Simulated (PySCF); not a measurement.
Species: C₄H₇As.
SMILES with atom numbers: `[CH:1]#[C:2][CH2:3][AsH:4][CH3:5]` (hydrogens: H6 on C1; H7, H8 on C3; H9 on As4; H10, H11, H12 on C5)

Cartesian coordinates in Å at the PBE0-D3(BJ)/def2-SVP level; atoms count from 1:
```xyz
12
C4H7As angstrom
C      1.5791    1.0905    0.5641
C      1.1633   -0.0064    0.2556
C      0.6248   -1.2903   -0.1297
As    -1.0255   -1.1997   -1.2541
C     -2.0236    0.0979   -0.1708
H      1.9639    2.0529    0.8450
H      0.3638   -1.8889    0.7584
H      1.3628   -1.8741   -0.7025
H     -0.4478   -0.1679   -2.2184
H     -2.8511    0.4977   -0.7737
H     -1.3783    0.9221    0.1641
H     -2.4489   -0.4173    0.7024
```

Theory: PBE0-D3(BJ)/def2-SVP geometry optimisation, gas phase in PySCF.

Masses are those of the commonest isotopes; rigid-rotor values at the optimised geometry. The values belong to one conformer with, in the numbering `[CH:1]#[C:2][CH2:3][AsH:4][CH3:5]`, C2–C3–As4–C5 -48°.

Problem. Give the principal moments of inertia and the rotational constants in MHz.

Solution. Ia = 83.53, Ib = 260.00, Ic = 314.48 u·Å²; 505379 MHz·u·Å²/I gives A = 6050, B = 1944, C = 1607 MHz.

Problem. Classify the top.

Solution. An asymmetric top: κ = (2 × 1944 − 6050 − 1607)/(6050 − 1607) = -0.85.

Problem. What does the inertial defect say?

Solution. Not planar: Δ = Ic − Ia − Ib = -29.05 u·Å². For a rigid frame Δ = −2 Σ m c², so Σ m c² = 14.53 u·Å² lies off the ab plane: 7.67 from hydrogen and 6.85 from heavier atoms. The atom farthest from that plane is 1.63 Å away.

Problem. Give the other two planar moments, Paa and Pbb, and the rms extents of the mass along the axes.

Solution. Paa = Σ m a² = (Ib + Ic − Ia)/2 = 245.47 and Pbb = Σ m b² = (Ia + Ic − Ib)/2 = 69.00 u·Å². With the mass M = 129.98 u, the rms extents √(P/M) along a, b and c are 1.37, 0.73, 0.33 Å.

Problem. Which types of transition are allowed, and where do some lines up to J = 4 fall?

Solution. The dipole components are |μa| = 0.08 D, |μb| = 0.42 D, |μc| = 0.26 D. Intensities carry the squares of the components, which stand as 0.03 : 1.00 : 0.37 (a : b : c). Some lines, for components of 0.1 D or more:

```csv
type,branch,"J(Ka,Kc)",MHz,lower level (cm⁻¹)
b,R,"4(1,3) ← 3(2,2)",3008,1.281
b,R,"3(0,3) ← 2(1,2)",6784,0.481
b,R,"1(1,1) ← 0(0,0)",7657,0.000
c,R,"2(2,0) ← 1(1,0)",19778,0.267
b,Q,"3(3,0) ← 3(2,1)",21288,1.284
c,Q,"4(4,1) ← 4(3,1)",29884,2.470
b,Q,"4(4,0) ← 4(3,1)",29884,2.470
b,R,"4(3,1) ← 3(2,2)",35632,1.281
c,R,"4(4,0) ← 3(3,0)",44130,1.994
c,R,"4(4,1) ← 3(3,1)",44131,1.994
```

Problem. Estimate the classical rotational partition function at 10 K, 25 K and 50 K.

Solution. Point group C1, symmetry number σ = 1; q = (√π/σ)·√((kT/h)³/(ABC)), k/h = 20836.6 MHz/K: 1230 at 10 K, 4850 at 25 K, 13700 at 50 K.

Whether it is a minimum is left open (no frequencies). Zero-point vibration and centrifugal distortion are left out. A rigid rotor knows nothing of internal rotation, which can split or shift real lines. Quadrupole hyperfine structure (75As) is left out.
